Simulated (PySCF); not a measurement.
Numbering as in the mapped SMILES `[BH3-:1][N+:2]#[C:3][CH3:4]` (H(Xn): hydrogen on atom n).

PySCF 2.14 calculation with couplings computed with B3LYP/pcJ-1 (spin–dipole term only in couplings to heteroatoms), NMR shieldings at KT3/pcSseg-2/GIAO and coordinates at the PBE0-D3(BJ)/def2-SVP level; fast rotation and ring inversion assumed for equivalent nuclei, single conformer, gas phase, non-relativistic Hamiltonian.

List the cross peaks expected in HSQC, COSY and HMBC spectra.

Answers



HSQC (one-bond C–H):
| δH | δC | $^{1}J$(C,H) (Hz) |
| --- | --- | --- |
| 2.17 (H(C4)) | 2.8 (C4) | 145 |

COSY cross peaks (|J| ≥ 2 Hz):
| δH | δH | abs. J (Hz) | bonds |
| --- | --- | --- | --- |
| 2.17 (H(C4)) | 2.14 (H(B1)) | 6.2 | 5 |

HMBC (two and three bonds, |J| ≥ 2.5 Hz):
| δH | δC [abs. J in Hz] |
| --- | --- |
| 2.17 (H(C4)) | 103.5 (C3) [10.8] |
| 2.14 (H(B1)) | 103.5 (C3) [8.1] |

Scale: $^{1}$H and $^{13}$C against TMS (reference shieldings calculated alike).

Hydrogens on boron are broadened and split by $^{11}$B (spin 3/2, 80 %) and 10B (spin 3). Shifts are as computed, not scaled to solution data. Of 1211 compounds with measured shifts, 218 miss one by over three times the rms of a fit or turn the order of signals round; such compounds aren't used in these exercises.
